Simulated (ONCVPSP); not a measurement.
Configuration tests for rhenium (Re) (ONCV)

rhenium, optimised norm-conserving Vanderbilt (ONCV), made with ONCVPSP 4.0.1 (PBEsol, scalar-relativistic). Core [Kr] 4d10, reference 4f14 5s2 5p6 5d5.5 6s1.5. Waves: 5s+6s: rc 1.40 bohr, ncon 4, nbas 7, qcut 7.1 1/bohr, 2 projectors; 5p: rc 1.90 bohr, ncon 4, nbas 8, qcut 7.1 1/bohr, 2 projectors, debl 1 Ha; 5d: rc 1.90 bohr, ncon 5, nbas 9, qcut 4.3 1/bohr, 2 projectors, debl 3.9 Ha; 4f: rc 0.80 bohr, ncon 5, nbas 9, qcut 22.3 1/bohr, 2 projectors, debl 3.1 Ha. Local part: polynomial inside 0.55 bohr (lpopt 4, dvloc0 2 Ha). Core correction: Teter function, fcfact 1.5, rcfact 1.45.

In the p channel the program set the typed energies aside and used -1.690, 0.250 Ha.

Energies are relative to the spin-unpolarised reference configuration 4f14 5s2 5p6 5d5.5 6s1.5; without spin polarisation the order of configurations can differ from experiment.

| valence configuration | charge | ΔE all-electron (eV) | error AE − PS (meV) |
| --- | --- | --- | --- |
| 4f14 5s2 5p6 5d5 6s1 | +1 | 8.908 | -1.2 |
| 4f14 5s2 5p6 5d5 6s0 | +2 | 25.252 | -6.9 |

**Question.** What are ΔE and the potential's error for 4f14 5s1 5p6 5d5 6s2?

**Answer.** ΔE = 91.433 eV all-electron; the error (AE − PS) is -105 meV.

**Question.** What are ΔE and the potential's error for 4f14 5s2 5p6 5d5 6s2?

**Answer.** ΔE = -0.385 eV all-electron; the error (AE − PS) is +1.6 meV.

Note: ghosts flagged at negative energy: s at -606.0 eV, p at -146.1 eV; GHOST(+) flags only above 600 eV. A true bound ghost makes a file unfit for plane-wave use.
